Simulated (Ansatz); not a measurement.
CH6BBrOSi (`BOC([SiH3])Br`), relaxed with RKS PBE-D4/def2-SVP in the Gaussian-basis code of Ansatz from a rough embedded geometry. The force threshold is 0.03 eV/Å; the program also tests the step.

Charge 0, multiplicity 1.

Start:

```xyz
11

B    -0.545   -0.109    2.094
O    -0.863    0.066    0.700
C     0.327    0.201   -0.015
Si    0.069   -0.262   -1.815
Br    1.045    2.002    0.041
H    -0.422   -1.130    2.635
H    -0.478    0.883    2.818
H     1.171   -0.560    0.323
H    -1.010    0.668   -2.307
H     1.234   -0.138   -2.579
H    -0.529   -1.621   -1.894
```

(1) How much energy does the relaxation release, and in how many steps? (Best estimate.)

(2) Which bonds change most? (An estimate is asked.)

(3) Give the relaxed structure. (Estimate.)

Results:

(1) The calculation gave: 26.50 kcal/mol, in 20 steps, 4 of them rejected.

(2) Computed: Si4–H10 from 1.399 to 1.500 Å; B1–O2 from 1.441 to 1.359 Å; C3–H8 from 1.186 to 1.108 Å; C3–Br5 from 1.941 to 1.999 Å.

(3) Computed: 
```xyz
11

B    -0.741   -0.047    1.982
O     0.047   -0.607    1.027
C     0.804   -0.031    0.004
Si   -0.077   -0.220   -1.696
Br    1.210    1.915    0.217
H    -1.326   -0.844    2.688
H    -0.827    1.159    2.092
H     1.808   -0.501    0.018
H    -1.359    0.556   -1.633
H     0.827    0.299   -2.774
H    -0.367   -1.679   -1.925
```
